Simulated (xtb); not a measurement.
AlCl$_{3}$, charge +1, doublet, from a rough starting geometry (GFN-xTB shapes and energies of metal compounds can be far from the true ones) (a state made from the parent by changing its charge; the spin is typed, not shown lowest); GFN2-xTB (xtb 6.7.1).

Input for xtb:
```
$ xtb mol.xyz --gfn 2 --chrg 1 --uhf 1 --opt vtight --json

# file mol.xyz
4

Al     0.01789685    -0.01805742    -0.00628218
Cl    -1.69253834    -1.03484973    -0.18529668
Cl     0.09345397     1.89131345    -0.69775603
Cl     1.62488233    -0.84098908     0.91154008
```

The log (banner, timings and long lists left out):

```
   ID    Z sym.   atoms
    1   13 Al     1
    2   17 Cl     2-4

           -------------------------------------------------
          |                Calculation Setup                |
           -------------------------------------------------

           -------------------------------------------------
          |                 G F N 2 - x T B                 |
           -------------------------------------------------

          ...................................................
          :                      SETUP                      :
          :.................................................:
          :  # basis functions                  40          :
          :  # atomic orbitals                  36          :
          :  # shells                           12          :
          :  # electrons                        23          :
          :  max. iterations                   250          :
          :  Hamiltonian                  GFN2-xTB          :
          :  restarted?                      false          :
          :  GBSA solvation                  false          :
          :  PC potential                    false          :
          :  electronic temp.          300.0000000     K    :
          :  accuracy                    1.0000000          :
          :  -> integral cutoff          0.2500000E+02      :
          :  -> integral neglect         0.1000000E-07      :
          :  -> SCF convergence          0.1000000E-05 Eh   :
          :  -> wf. convergence          0.1000000E-03 e    :
          :  Broyden damping             0.4000000          :
          :  net charge                          1          :
          :  unpaired electrons                  1          :
          ...................................................

 iter      E             dE          RMSdq      gap      omega  full diag
   1    -14.3715891 -0.143716E+02  0.230E+01    4.64       0.0  T
   2    -14.3949307 -0.233416E-01  0.102E+01    5.51       1.0  T
   3    -14.3771058  0.178249E-01  0.422E+00    4.26       1.0  T
   4    -14.4036257 -0.265199E-01  0.281E+00    4.72       1.0  T
   5    -14.4151106 -0.114849E-01  0.133E+00    4.87       1.0  T
   6    -14.4154690 -0.358433E-03  0.888E-01    5.00       1.0  T
   7    -14.4163831 -0.914051E-03  0.461E-01    4.99       1.0  T
   8    -14.4167222 -0.339085E-03  0.224E-01    4.96       1.0  T
   9    -14.4167467 -0.244867E-04  0.135E-01    4.95       1.0  T
[...]
         :: total energy             -14.378279922361 Eh    ::
 * total energy  :   -14.3782799 Eh     change       -0.5171987E-09 Eh
 * total energy  :   -14.3788405 Eh     change       -0.5605333E-03 Eh
 * total energy  :   -14.3788439 Eh     change       -0.3436766E-05 Eh
 * total energy  :   -14.3788454 Eh     change       -0.1457815E-05 Eh
 * total energy  :   -14.3788461 Eh     change       -0.7871529E-06 Eh
 * total energy  :   -14.3788462 Eh     change       -0.5048531E-07 Eh
   *** GEOMETRY OPTIMIZATION CONVERGED AFTER 6 ITERATIONS ***
         :: total energy             -14.378846188387 Eh    ::
[...]
       ...                                ...                  ...
        36                          0.9998328              27.2068
      -------------------------------------------------------------
                  HL-Gap            0.1787897 Eh            4.8651 eV
             Fermi-level           -0.6109695 Eh          -16.6253 eV

     #   Z          covCN         q      C6AA      α(0)
     1  13 Al       2.307     0.346   109.430    22.451
     2  17 Cl       0.769     0.218    92.736    14.731
     3  17 Cl       0.769     0.218    92.736    14.731
     4  17 Cl       0.769     0.218    92.736    14.731

 Mol. C6AA /au·bohr⁶  :       1513.976785
 Mol. C8AA /au·bohr⁸  :      81351.094178
 Mol. α(0) /au        :         66.643561

Wiberg/Mayer (AO) data.
largest (>0.10) Wiberg bond orders for each atom

 ---------------------------------------------------------------------------
     #   Z sym  total        # sym  WBO       # sym  WBO       # sym  WBO
 ---------------------------------------------------------------------------
     1  13 Al   4.070 --     2 Cl   1.357     3 Cl   1.357     4 Cl   1.357
     2  17 Cl   1.815 --     1 Al   1.357     4 Cl   0.229     3 Cl   0.229
     3  17 Cl   1.815 --     1 Al   1.357     4 Cl   0.229     2 Cl   0.229
     4  17 Cl   1.815 --     1 Al   1.357     3 Cl   0.229     2 Cl   0.229
 ---------------------------------------------------------------------------

Topologies differ in total number of bonds
Writing topology from bond orders to xtbtopo.mol

molecular dipole:
                 x           y           z       tot (Debye)
 q only:        0.022      -0.003       0.006
   full:        0.022      -0.003       0.006       0.059
molecular quadrupole (traceless):
                xx          xy          yy          xz          yz          zz
 q only:        1.698       0.788       1.568       2.029      -2.204      -3.266
  q+dip:        3.006       1.395       2.776       3.592      -3.902      -5.782
   full:        2.088       0.969       1.928       2.495      -2.710      -4.016

optimized geometry written to: xtbopt.xyz

           -------------------------------------------------
          | TOTAL ENERGY              -14.378846188387 Eh   |
          | GRADIENT NORM               0.002289172883 Eh/α |
          | HOMO-LUMO GAP               4.865116166964 eV   |
           -------------------------------------------------

normal termination of xtb
```
